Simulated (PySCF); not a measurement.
## Correlation energy of N⁺ (nitrogen, charge +1)

[He] 2s1 2p3, high-spin 5S determinant (an excited configuration). All numbers are calculated (PySCF 2.14, the spin-free X2C one-electron Hamiltonian (Gaussian nucleus), in ANO-RCC-VTZP). Frozen: 1s2; 4 electrons correlated.

MP2 pair energies summed by pair of shells (mhartree):

```csv
pair,energy,share (%)
2p-2p,-22.41,81.1
2s-2p,-5.22,18.9
```

Total MP2 correlation energy: -27.63 mhartree.

Same-spin part -27.63 and opposite-spin part 0.00 mhartree; SCS-MP2 scales them by 1/3 and 6/5 to -9.21 mhartree.
